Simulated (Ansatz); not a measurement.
CH5AlFNS can be A, `[NH2][Al]([SH])[CH2]F`, or B, `FC[NH][AlH][SH]`.

Computed with Ansatz on PBE0-D4/def2-TZVP structures; ΔE is electronic, products minus reactants. CBS: MP2 limit from def2 TZ/QZ plus the TZ coupled-cluster correction, frozen cores. Functionals use def2-TZVPP. B3LYP here is the variant with VWN-RPA as its local correlation; programs differ in this. Each species was taken in one conformer, which may not be the lowest.

Task: Which is lower in electronic energy at CCSD(T)/CBS, and by how much? (Estimate.)

Result: Computed: A, by 15.0 kJ/mol.

Task: Give E(B) − E(A) in kJ/mol with MP2/def2-TZVPP, B3LYP, ωB97M-V, PBE0-D4, CCSD/def2-TZVPP, PBE-D4, B3LYP-D4. (Best estimate.)

Result: Ansatz gave: MP2/def2-TZVPP 10.9, B3LYP 13.0, ωB97M-V 13.5, PBE0-D4 10.9, CCSD/def2-TZVPP 10.4, PBE-D4 12.1, B3LYP-D4 13.4. None reverses the order clearly.

Largest T1 diagnostic: 0.012.

In def2-TZVPP, CCSD(T) changes the Hartree–Fock value by +6.0 kJ/mol (the triples alone add −0.3 kJ/mol) and MP2 by +6.8 kJ/mol.
